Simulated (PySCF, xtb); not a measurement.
H3Si2, SMILES [Si][SiH3] (connectivity only; charge and spin as stated), neutral, multiplicity 2. Atoms are numbered in the order given.

```xyz
5

Si    -1.3577    -0.0108     0.0000
Si     1.0243    -0.0088     0.0000
H      1.6795    -0.5923     1.2009
H      1.3091     1.4591     0.0000
H      1.6795    -0.5923    -1.2009
```
Charge 0, spin multiplicity 2.

The structure is a stationary point at B3LYP-D3(BJ)/def2-TZVP. The isomer is the one that the SMILES or the coordinates give; other isomers of the formula were not compared.

The numbers are results of IEF-PCM-M06-2X/def2-SVP in PySCF, not measurements.

The values are the electrostatic part of the solvation free energy, E(continuum) − E(gas) at the gas-phase geometry, in a cavity of scaled van der Waals radii (PySCF's table); cavitation and dispersion terms are not included. The dipole moment in vacuum is 0.32 D.

| solvent | ε | ΔG(elec) (kcal/mol) | dipole (D) |
|---|---|---|---|
| water | 78.36 | -1.4 | 0.37 |
| n-hexane | 1.88 | -0.5 | 0.34 |
| acetone | 20.49 | -1.3 | 0.37 |

For comparison, GFN2-xTB/ALPB(water) (xtb, at the GFN2-xTB geometry, all terms of that model) gives -1.2 kcal/mol.
